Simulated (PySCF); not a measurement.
Bonds (- single, = double, # triple, : aromatic): C1-Si2 1.881 Å, Si2-Si3 2.337 Å, Si3-F4 1.636 Å, Si3-S5 2.134 Å. C1 carries H6, H7, H8; Si2 carries H9, H10; Si3 carries H11; S5 carries H12. Stereochemistry as in C[SiH2][Si@H](F)S. H9 is pro-R; H10 is pro-S.

Geometry: PBE0-D3(BJ)/def2-SVP; GIAO shifts from PySCF 2.14, gas phase, non-relativistic, averaged over equivalent atoms.

At PBE0/6-31G (71 basis functions, 4.9 s wall time on 1 thread of an Intel Xeon 6975P-C, shared host):
```tsv
atoms	δ (ppm)
C1	-9.5
Si3	76.0
Si2	-44.1
F4	-227.0
S5	-138.4
H11	5.68
H10	3.50
H9	3.36
H12	0.56
H6/H7/H8	0.42
```

Scale: $^{13}$C (199.54 ppm) and $^{29}$Si (444.75 ppm) and $^{1}$H (32.61 ppm) against TMS; $^{19}$F (177.36 ppm) against CFCl3; CS2 for $^{33}$S (540.71 ppm) (reference shieldings calculated alike).

Question: Predict the values at BLYP/pcSseg-2 on the same geometry.

Answer: 
```
   atoms  δ at BLYP/pcSseg-2  change
      C1                -9.7    -0.2
     Si3                16.9   -59.1
     Si2               -66.6   -22.5
      F4              -185.4   +41.6
      S5              -101.2   +37.2
     H11                5.88   +0.20
     H10                3.89   +0.39
      H9                3.87   +0.51
     H12                1.18   +0.62
H6/H7/H8                0.34   -0.08
```

Referencing at the same level of theory: TMS for $^{13}$C (σ = 175.01 ppm) and $^{29}$Si (σ = 309.66 ppm) and $^{1}$H (σ = 31.38 ppm); CFCl3 for $^{19}$F (σ = 143.13 ppm); $^{33}$S (σ = 487.98 ppm) against CS2.

The largest change is at Si3 (silicon bonded to F, S, Si, H). Cost: 299 basis functions, 80 s wall time on 1 thread of an Arm Neoverse N1, shared host.

Unscaled 19F shifts against computed CFCl3 carry errors that often reach 10 to 50 ppm.
